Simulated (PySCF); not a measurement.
C₅H₆O₂, SMILES [C@H]1(C)O[C@H](O1)C#C. Atoms are numbered in the order given.

```xyz
13

C     -0.7527     2.7549     0.0000
C     -0.0717     1.7403     0.0000
C      0.7849     0.5505     0.0000
O      0.4984    -0.3925     1.0412
C      0.2756    -1.3592     0.0000
C     -1.1033    -1.9695     0.0000
O      0.4984    -0.3925    -1.0412
H     -1.3681     3.6445     0.0000
H      1.8616     0.8626     0.0000
H      1.0733    -2.1460     0.0000
H     -1.2336    -2.6054    -0.8986
H     -1.2336    -2.6054     0.8986
H     -1.8709    -1.1723     0.0000
```
Charge 0, spin multiplicity 1.

Coordinates come from a PBE-D3(BJ)/def2-SVP optimisation. The structure was generated by enumeration; whether it is a known compound was not checked.

These are PySCF with PBE-D3(BJ)/def2-SVP values and carry that method's errors.

Frequencies are harmonic and unscaled.

```json
[
 {"mode": "1", "ν (cm⁻¹)": "59", "IR (km/mol)": "1.5", "moving atoms (share of kinetic energy)": "C 61 %, H 20 %, O 19 %"},
 {"mode": "2", "ν (cm⁻¹)": "167", "IR (km/mol)": "3.1", "moving atoms (share of kinetic energy)": "C 42 %, O 31 %, H 27 %"},
 {"mode": "3", "ν (cm⁻¹)": "223", "IR (km/mol)": "0.0", "moving atoms (share of kinetic energy)": "H 83 %, C 10 %"},
 {"mode": "4", "ν (cm⁻¹)": "227", "IR (km/mol)": "2.1", "moving atoms (share of kinetic energy)": "C 70 %, H 16 %, O 14 %"},
 {"mode": "5", "ν (cm⁻¹)": "335", "IR (km/mol)": "2.2", "moving atoms (share of kinetic energy)": "O 45 %, H 32 %, C 23 %"},
 {"mode": "6", "ν (cm⁻¹)": "472", "IR (km/mol)": "6.2", "moving atoms (share of kinetic energy)": "C 47 %, H 29 %, O 24 %"},
 {"mode": "7", "ν (cm⁻¹)": "490", "IR (km/mol)": "1.1", "moving atoms (share of kinetic energy)": "C 64 %, O 28 %, H 8 %"},
 {"mode": "8", "ν (cm⁻¹)": "523", "IR (km/mol)": "3.9", "moving atoms (share of kinetic energy)": "C 76 %, O 17 %"},
 {"mode": "9", "ν (cm⁻¹)": "655", "IR (km/mol)": "34.3", "moving atoms (share of kinetic energy)": "H 78 %, C 22 %"},
 {"mode": "10", "ν (cm⁻¹)": "693", "IR (km/mol)": "28.1", "moving atoms (share of kinetic energy)": "H 77 %, C 23 %"},
 {"mode": "11", "ν (cm⁻¹)": "801", "IR (km/mol)": "9.5", "moving atoms (share of kinetic energy)": "C 43 %, H 38 %, O 20 %"},
 {"mode": "12", "ν (cm⁻¹)": "867", "IR (km/mol)": "24.7", "moving atoms (share of kinetic energy)": "H 42 %, O 32 %, C 26 %"},
 {"mode": "13", "ν (cm⁻¹)": "892", "IR (km/mol)": "21.4", "moving atoms (share of kinetic energy)": "O 46 %, C 43 %, H 11 %"},
 {"mode": "14", "ν (cm⁻¹)": "943", "IR (km/mol)": "14.0", "moving atoms (share of kinetic energy)": "O 45 %, C 44 %, H 11 %"},
 {"mode": "15", "ν (cm⁻¹)": "951", "IR (km/mol)": "24.6", "moving atoms (share of kinetic energy)": "C 54 %, O 38 %, H 8 %"},
 {"mode": "16", "ν (cm⁻¹)": "1021", "IR (km/mol)": "24.5", "moving atoms (share of kinetic energy)": "H 54 %, C 33 %, O 13 %"},
 {"mode": "17", "ν (cm⁻¹)": "1066", "IR (km/mol)": "400.2", "moving atoms (share of kinetic energy)": "C 59 %, O 28 %, H 12 %"},
 {"mode": "18", "ν (cm⁻¹)": "1105", "IR (km/mol)": "15.3", "moving atoms (share of kinetic energy)": "C 56 %, H 38 %"},
 {"mode": "19", "ν (cm⁻¹)": "1138", "IR (km/mol)": "29.9", "moving atoms (share of kinetic energy)": "C 55 %, H 36 %, O 9 %"},
 {"mode": "20", "ν (cm⁻¹)": "1191", "IR (km/mol)": "1.1", "moving atoms (share of kinetic energy)": "H 85 %, C 8 %"},
 {"mode": "21", "ν (cm⁻¹)": "1266", "IR (km/mol)": "31.2", "moving atoms (share of kinetic energy)": "H 61 %, C 35 %"},
 {"mode": "22", "ν (cm⁻¹)": "1314", "IR (km/mol)": "59.2", "moving atoms (share of kinetic energy)": "H 83 %, C 17 %"},
 {"mode": "23", "ν (cm⁻¹)": "1331", "IR (km/mol)": "61.2", "moving atoms (share of kinetic energy)": "H 73 %, C 26 %"},
 {"mode": "24", "ν (cm⁻¹)": "1378", "IR (km/mol)": "18.2", "moving atoms (share of kinetic energy)": "H 77 %, C 22 %"},
 {"mode": "25", "ν (cm⁻¹)": "1402", "IR (km/mol)": "2.2", "moving atoms (share of kinetic energy)": "H 95 %"},
 {"mode": "26", "ν (cm⁻¹)": "1413", "IR (km/mol)": "25.0", "moving atoms (share of kinetic energy)": "H 76 %, C 24 %"},
 {"mode": "27", "ν (cm⁻¹)": "2162", "IR (km/mol)": "20.4", "moving atoms (share of kinetic energy)": "C 91 %, H 9 %"},
 {"mode": "28", "ν (cm⁻¹)": "2883", "IR (km/mol)": "77.3", "moving atoms (share of kinetic energy)": "H 92 %"},
 {"mode": "29", "ν (cm⁻¹)": "2896", "IR (km/mol)": "108.7", "moving atoms (share of kinetic energy)": "H 92 %, C 8 %"},
 {"mode": "30", "ν (cm⁻¹)": "2981", "IR (km/mol)": "3.4", "moving atoms (share of kinetic energy)": "H 97 %"},
 {"mode": "31", "ν (cm⁻¹)": "3078", "IR (km/mol)": "5.6", "moving atoms (share of kinetic energy)": "H 91 %, C 9 %"},
 {"mode": "32", "ν (cm⁻¹)": "3095", "IR (km/mol)": "8.4", "moving atoms (share of kinetic energy)": "H 90 %, C 10 %"},
 {"mode": "33", "ν (cm⁻¹)": "3403", "IR (km/mol)": "60.2", "moving atoms (share of kinetic energy)": "H 86 %, C 14 %"}
]
```
